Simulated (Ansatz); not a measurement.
Cost and result for the atomization energy of CH₇Cl₂NSi₂ (`C[SiH](Cl)N[SiH2]Cl`) (13 atoms, 12 bonds).

```csv
atom,x (Å),y (Å),z (Å)
C1,0.5768,0.8652,1.4337
Si2,0.7514,-0.8197,0.6879
Cl3,-0.1419,-2.1890,1.9541
N4,0.0201,-0.8656,-0.8706
Si5,-1.1420,0.1910,-1.5496
Cl6,-0.2859,1.8813,-2.3677
H7,1.0459,1.6185,0.7961
H8,-0.4740,1.1302,1.5698
H9,1.0572,0.8881,2.4140
H10,2.1574,-1.2667,0.5626
H11,0.3429,-1.6028,-1.4821
H12,-1.8457,-0.5026,-2.6496
H13,-2.0622,0.6722,-0.4985
```

Charge 0, multiplicity 1. The structure was optimised at the PBE0-D4/def2-TZVP level. It is one conformer, not always the lowest. Program: Ansatz. All runs use 2 threads of an AMD EPYC 7R13 on a shared host and a share of an NVIDIA H100 80 GB. Times are those of one run each, without the atoms' runs, and a repeat can differ threefold. Electronic energies, without spin–orbit coupling; frozen cores. CCSD(T)/CBS adds CCSD(T) − MP2 in def2-TZVPP to the MP2 limit, and its time is that of the two runs behind it. T1 = 0.010. B3LYP takes the VWN-RPA correlation (the form of Gaussian; ORCA's B3LYP/G).

CCSD(T)/CBS is a level of theory with its own doubt, some kJ/mol a heavy atom from the limit and from the frozen cores, so smaller differences don't rank the functionals.

| level | functions | wall time | atomization (kcal/mol) | difference from CCSD(T)/CBS | per bond |
| --- | --- | --- | --- | --- | --- |
| r2SCAN-D4/def2-TZVPP (with forces) | 328 | 3 s | 1088.2 | -1.2 | -0.1 |
| ωB97X-V/def2-TZVPP | 328 | 3.1 s | 1094.8 | 5.4 | 0.5 |
| B3LYP-D4/def2-TZVPP (with forces) | 328 | 3.1 s | 1084.1 | -5.3 | -0.4 |
| PBE-D4/def2-TZVPP (with forces) | 328 | 3.2 s | 1092.8 | 3.4 | 0.3 |
| B2PLYP/def2-TZVPP | 328 | 3.3 s | 1071.2 | -18.2 | -1.5 |
| PBE0-D4/def2-TZVPP | 328 | 3.4 s | 1083.7 | -5.7 | -0.5 |
| MP2/def2-QZVPP | 604 | 4.3 s | 1091.3 | 1.9 | 0.2 |
| ωB97M-V/def2-TZVPP (with forces) | 328 | 6 s | 1093.7 | 4.3 | 0.4 |
| CCSD(T)/def2-TZVPP | 328 | 6 s | 1056.7 | -32.7 | -2.7 |
| CCSD(T)/CBS(def2) | – | 10 s | 1089.4 | 0.0 | 0.0 |

The D4 term adds +15.3 kcal/mol with B3LYP and +8.2 kcal/mol with PBE0; it sums over pairs of atoms, weighted by their polarisabilities, and B3LYP, whose exchange is more repulsive, gets the larger term. From PBE to PBE0 (25 % exact exchange), in def2-TZVPP and without D4, the atomization energy moves by −7.7 kcal/mol: exact exchange takes away binding that semilocal exchange gives to molecules. In def2-TZVPP, CCSD(T) changes the Hartree–Fock value by +246.8 kcal/mol (the triples alone add +14.4 kcal/mol) and MP2 by +261.8 kcal/mol; breaking electron pairs costs correlation energy, which Hartree–Fock lacks.
